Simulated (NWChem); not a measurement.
The numbers come from NWChem runs, not from measurements. System: H₃NOSi, charge 0, spin multiplicity 1, at a geometry optimised with PBE0/def2-SVP. The structure started from a generated list of species. Level: G0W0@PBE0/def2-SVPD, RI basis def2-svpd-rifit.

NWChem printed:

```
             Northwest Computational Chemistry Package (NWChem) 7.3.0
             --------------------------------------------------------

                                NWChem Input Module
                                -------------------

 Scaling coordinates for geometry "geometry" by  1.889725989
 (inverse scale =  0.529177249)

 Turning off AUTOSYM since
 SYMMETRY directive was detected!

                             Geometry "geometry" -> ""
                             -------------------------

 Output coordinates in angstroms (scale by  1.889725989 to convert to a.u.)

  No.       Tag          Charge          X              Y              Z
 ---- ---------------- ---------- -------------- -------------- --------------
    1 Si                  14.0000    -0.08073000    -0.65003400     0.00000000
    2 O                    8.0000    -1.32230600     0.47379500     0.00000000
    3 H                    1.0000    -1.13459400     1.41940100     0.00000000
    4 N                    7.0000     1.31884400     0.36459400     0.00000000
    5 H                    1.0000     1.36233800     1.38112600     0.00000000
    6 H                    1.0000     2.24902100    -0.04257000     0.00000000

 Effective nuclear repulsion energy (a.u.)     102.2467760960

            Nuclear Dipole moment (a.u.)
            ----------------------------
        X                 Y               Z
 ---------------- ---------------- ----------------
     0.0000094486    -0.0000018897     0.0000000000

      Symmetry information
      --------------------

 Group name             Cs
 Group number              2
 Group order               2
 No. of unique centers     6

      Symmetry unique atoms

     1    2    3    4    5    6


 Summary of "ao basis" -> "" (spherical)
 ------------------------------------------------------------------------------
       Tag                 Description            Shells   Functions and Types
 ---------------- ------------------------------  ------  ---------------------
 *                         def2-svpd                  on all atoms

 new library libraries.bse/

 Summary of "ri basis" -> "" (spherical)
 ------------------------------------------------------------------------------
       Tag                 Description            Shells   Functions and Types
 ---------------- ------------------------------  ------  ---------------------
 *                      def2-svpd-rifit               on all atoms

                                 NWChem DFT Module
                                 -----------------

 Summary of "ao basis" -> "ao basis" (spherical)
 ------------------------------------------------------------------------------
       Tag                 Description            Shells   Functions and Types
 ---------------- ------------------------------  ------  ---------------------
 Si                        def2-svpd                10       24   5s3p2d
 O                         def2-svpd                 9       23   4s3p2d
 H                         def2-svpd                 4        8   2s2p
 N                         def2-svpd                 8       20   4s2p2d

 Summary of "ao basis" -> "ao basis" (spherical)
 ------------------------------------------------------------------------------
       Tag                 Description            Shells   Functions and Types
 ---------------- ------------------------------  ------  ---------------------
 Si                        def2-svpd                10       24   5s3p2d
 O                         def2-svpd                 9       23   4s3p2d
 H                         def2-svpd                 4        8   2s2p
 N                         def2-svpd                 8       20   4s2p2d

      Symmetry analysis of basis
      --------------------------

        a'         65
        a"         26

            General Information
            -------------------
          SCF calculation type: DFT
          Wavefunction type:  closed shell.
          No. of atoms     :     6
          No. of electrons :    32
           Alpha electrons :    16
            Beta electrons :    16
          Charge           :     0
          Spin multiplicity:     1
          Use of symmetry is: on ; symmetry adaption is: on
[...]
    62     -0.154544  4 N  pz                11      0.149694  1 Si pz
    65      0.109240  4 N  pz                14      0.094665  1 Si pz
     8     -0.085706  1 Si pz                37      0.070898  2 O  pz
    16      0.044638  1 Si d -1              46     -0.030179  2 O  d  1

 Vector   15  Occ=2.000000D+00  E=-3.023256D-01  Symmetry=a"
              MO Center=  9.3D-01,  3.2D-01,  1.9D-15, r^2= 1.8D+00
   Bfn.  Coefficient  Atom+Function         Bfn.  Coefficient  Atom+Function
  ----- ------------  ---------------      ----- ------------  ---------------
    62      0.524378  4 N  pz                65     -0.381977  4 N  pz
    31      0.239775  2 O  pz                34      0.177769  2 O  pz
    14     -0.099051  1 Si pz                11     -0.089074  1 Si pz
    18      0.065646  1 Si d  1              83     -0.054455  5 H  pz
     8      0.051234  1 Si pz                91     -0.047029  6 H  pz

 Vector   16  Occ=2.000000D+00  E=-2.531767D-01  Symmetry=a'
              MO Center= -6.6D-02, -1.0D+00, -6.4D-16, r^2= 2.2D+00
   Bfn.  Coefficient  Atom+Function         Bfn.  Coefficient  Atom+Function
  ----- ------------  ---------------      ----- ------------  ---------------
     3      0.493402  1 Si s                  4      0.366795  1 Si s
     2      0.299272  1 Si s                 10     -0.290190  1 Si py
    13     -0.289816  1 Si py                 7      0.156546  1 Si py
    58     -0.147184  4 N  s                 27     -0.139157  2 O  s
    57     -0.134670  4 N  s                 60     -0.132480  4 N  px

 Vector   17  Occ=0.000000D+00  E=-2.930176D-02  Symmetry=a"
              MO Center= -2.1D-02, -7.4D-01, -2.7D-15, r^2= 3.0D+00
   Bfn.  Coefficient  Atom+Function         Bfn.  Coefficient  Atom+Function
  ----- ------------  ---------------      ----- ------------  ---------------
    14      0.653644  1 Si pz                11      0.379440  1 Si pz
    62      0.219841  4 N  pz                65     -0.199479  4 N  pz
     8     -0.197818  1 Si pz                31     -0.194344  2 O  pz
    21     -0.170319  1 Si d -1              34     -0.166794  2 O  pz
    37      0.141471  2 O  pz                55     -0.097004  3 H  pz

 Vector   18  Occ=0.000000D+00  E= 1.021520D-02  Symmetry=a'
              MO Center=  1.9D-01,  1.4D+00, -5.2D-15, r^2= 6.6D+00
   Bfn.  Coefficient  Atom+Function         Bfn.  Coefficient  Atom+Function
  ----- ------------  ---------------      ----- ------------  ---------------
    59      2.806730  4 N  s                  4     -1.288298  1 Si s
    77     -1.167878  5 H  s                 85     -1.145275  6 H  s
     5      1.069529  1 Si s                 28      0.831438  2 O  s
    36      0.726092  2 O  py                49     -0.726009  3 H  s
    82      0.575096  5 H  py                89      0.469181  6 H  px

 Vector   19  Occ=0.000000D+00  E= 2.154426D-02  Symmetry=a'
              MO Center=  4.4D-01, -4.3D-01,  2.2D-16, r^2= 6.9D+00
   Bfn.  Coefficient  Atom+Function         Bfn.  Coefficient  Atom+Function
  ----- ------------  ---------------      ----- ------------  ---------------
    59      4.144952  4 N  s                 85     -1.467572  6 H  s
    28     -1.359170  2 O  s                  4     -1.276269  1 Si s
    77     -1.183276  5 H  s                  5      0.606276  1 Si s
    20     -0.590147  1 Si d -2              89      0.554294  6 H  px
    82      0.464908  5 H  py                49      0.444474  3 H  s

 center of mass
 --------------
 x =  -0.07573765 y =  -0.08434826 z =   0.00000000

 moments of inertia (a.u.)
 ------------------
          75.373254834561           6.255757381077           0.000000000000
           6.255757381077         216.667600495451           0.000000000000
           0.000000000000           0.000000000000         292.040855330012

     Multipole analysis of the density
     ---------------------------------

     L   x y z        total         alpha         beta         nuclear
     -   - - -        -----         -----         ----         -------
     0   0 0 0     -0.000000    -16.000000    -16.000000     32.000000

     1   1 0 0      0.848139      0.424065      0.424065      0.000009
     1   0 1 0      0.891144      0.445573      0.445573     -0.000002
     1   0 0 1     -0.000000     -0.000000     -0.000000      0.000000

     2   2 0 0    -18.453132    -70.748859    -70.748859    123.044586
     2   1 1 0     -0.311055      1.158732      1.158732     -2.628519
     2   1 0 1     -0.000000     -0.000000     -0.000000      0.000000
     2   0 2 0    -17.423204    -31.148589    -31.148589     44.873974
     2   0 1 1     -0.000000     -0.000000     -0.000000      0.000000
     2   0 0 2    -19.567868     -9.783934     -9.783934      0.000000

 Task  times  cpu:        4.6s     wall:        4.6s

                                NWChem Input Module
                                -------------------

                                 NWChem GW Module
                                 ----------------

                             ***********************
                             ***        GW       ***
                             ***********************

 Summary of "ri basis" -> "ri basis" (spherical)
 ------------------------------------------------------------------------------
       Tag                 Description            Shells   Functions and Types
 ---------------- ------------------------------  ------  ---------------------
 Si                     def2-svpd-rifit             24       78   9s6p6d3f
 O                      def2-svpd-rifit             20       64   7s6p5d2f
 H                      def2-svpd-rifit              9       23   4s3p2d
 N                      def2-svpd-rifit             20       64   7s6p5d2f

                 Memory Information
                 ------------------
          Available GA per process is          1699.9 MBs
          Available stack per process is        700.0 MBs
          Available heap per process is           0.0 MBs

          Peak memory in Initialization
              Peak GA per process is                  4.1 MBs
              Peak stack per process is               0.1 MBs
              Peak heap per process is                4.3 MBs
              Memory not in MA per process            0.0 MBs

          Peak memory in AFF Calculation
              Peak GA per process is                 16.9 MBs
              Peak stack per process is              11.0 MBs
              Peak heap per process is                0.0 MBs
              Memory not in MA per process           11.0 MBs

          Computing 2-center integrals
          Computing Inverse Cholesky factor
          Computing 3-center integrals
          Computing V_xc ...

          Computing Sigma_x
          Computing RPA polarizability
          Solving quasiparticle equations

                  Alpha Orbitals
          State     Energy (eV)     Error (eV)
          -----------------------------------
@GW        13        -11.972           0.004
@GW        14        -11.814           0.004
@GW        15         -9.933           0.004
@GW        16         -8.759           0.004
@GW        17          1.572           0.002
@GW        18          1.847           0.003

   Applying  -1.8695 eV scissor-shift to rest of particle states

   Applying   2.3698 eV scissor-shift to rest of hole states

     GW Timing Statistics
   ------------------------
   Init.   :          0.0s
     ERIs  :          0.4s
     Distr.:          0.0s
     Vxc   :          0.6s
   Sigma_x :          0.0s
   RPA     :          0.4s
   Wmn     :          0.0s
   Sigma_c :          0.0s
   GW total:          1.5s

 Task  times  cpu:        1.5s     wall:        1.5s

 Total times  cpu:        6.1s     wall:        6.1s
```

**Question.** Write an NWChem input that would produce this output.

**Answer.** One answer among several that fit: 
```
start mol
memory heap 200 mb stack 700 mb global 1700 mb
geometry units angstroms nocenter noautoz
  Si    -0.080730    -0.650034     0.000000
  O     -1.322306     0.473795     0.000000
  H     -1.134594     1.419401     0.000000
  N      1.318844     0.364594     0.000000
  H      1.362338     1.381126     0.000000
  H      2.249021    -0.042570     0.000000
  symmetry group Cs
end
basis spherical
  * library def2-svpd
end
basis "ri basis" bse spherical
  * library def2-svpd-rifit
end
dft
  xc pbe0
  iterations 100
  direct
  tolerances tight
end
task dft energy
gw
  states alpha occ 4 vir 2
end
task dft gw
```
